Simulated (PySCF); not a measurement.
C2H5ClOSi, SMILES C=CO[SiH2]Cl. Atoms are numbered in the order given.

```xyz
10

C      0.6051     3.1111     0.0000
C     -0.2404     2.0802     0.0000
O      0.1829     0.7851     0.0000
Si    -0.7524    -0.5951     0.0000
Cl     0.5579    -2.1825     0.0000
H      1.6856     2.9522     0.0000
H      0.2172     4.1304     0.0000
H     -1.3287     2.2321     0.0000
H     -1.5881    -0.6551     1.2259
H     -1.5881    -0.6551    -1.2259
```

Geometry: B3LYP-D3(BJ)/def2-SVP. The geometry has at least one imaginary mode, so it is a saddle point at that level. This is a generated structure with no PubChem entry under its InChIKey; it may be hypothetical. Other conformers were not sampled.

Computed with PySCF with PBE0/pcSseg-1.

GIAO shieldings, no solvent; atoms listed in one row are averaged. δ = σ(ref) − σ: ¹³C against TMS (σ = 186.3 ppm); ¹⁷O against H2O (σ = 334.2 ppm); ²⁹Si against TMS (σ = 352.7 ppm); ³⁵Cl against HCl (σ = 945.9 ppm); ¹H against TMS (σ = 31.56 ppm), references at their B3LYP-D3(BJ)/def2-TZVP geometries, non-relativistic (without spin–orbit terms, shifts of atoms bonded to Cl or Br come out too high).

| nucleus | atoms | count | δ (ppm) |
|---|---|---|---|
| ¹³C | C2 | 1 | 152.1 |
| ¹³C | C1 | 1 | 105.8 |
| ¹⁷O | O3 | 1 | 125.4 |
| ²⁹Si | Si4 | 1 | -6.1 |
| ³⁵Cl | Cl5 | 1 | 17.8 |
| ¹H | H8 | 1 | 6.74 |
| ¹H | H9, H10 | 2 | 5.68 |
| ¹H | H6 | 1 | 5.36 |
| ¹H | H7 | 1 | 4.94 |
